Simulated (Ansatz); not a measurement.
CH8BGeN (`[BH2][GeH]([CH3])[NH2]`). The species carries charge 0 and has multiplicity 1. All single points use the PBE0-D4/def2-TZVP geometry. It is one conformer, not always the lowest.

```xyz
12

B     0.445   -0.368    1.938
Ge    0.410   -0.352   -0.119
C     0.050    1.475   -0.768
N    -0.827   -1.594   -0.716
H    -0.424   -0.881    2.579
H     1.327    0.178    2.533
H     1.757   -0.799   -0.731
H    -0.907    1.838   -0.391
H     0.014    1.472   -1.859
H     0.836    2.161   -0.447
H    -1.742   -1.496   -0.299
H    -0.938   -1.635   -1.720
```

Question: What is the dipole moment at B3LYP/def2-TZVPP? (Estimate.)

Answer: Computed: 1.38 D, with components (-0.78, 1.11, -0.28) D in this frame, pointing from negative to positive charge.

Question: And with PBE, r2SCAN, ωB97M-V? (Best estimate.)

Answer: The calculation gave: PBE 1.41 D, r2SCAN 1.42 D, ωB97M-V 1.37 D.

Question: Give the Mulliken charges with B3LYP, r2SCAN, ωB97M-V in def2-TZVPP. (An estimate is asked.)

Answer: The calculation gave: 
```tsv
atom	B3LYP	r2SCAN	ωB97M-V
B1	-0.08	-0.06	-0.14
Ge2	0.28	0.33	0.25
C3	-0.40	-0.31	-0.47
N4	-0.41	-0.45	-0.38
H5	0.06	0.02	0.09
H6	0.05	0.02	0.09
H7	-0.03	-0.03	0.00
H8	0.10	0.07	0.12
H9	0.10	0.07	0.12
H10	0.10	0.08	0.13
H11	0.11	0.13	0.10
H12	0.12	0.13	0.10
```

B3LYP here is the variant with VWN-RPA as its local correlation; programs differ in this.
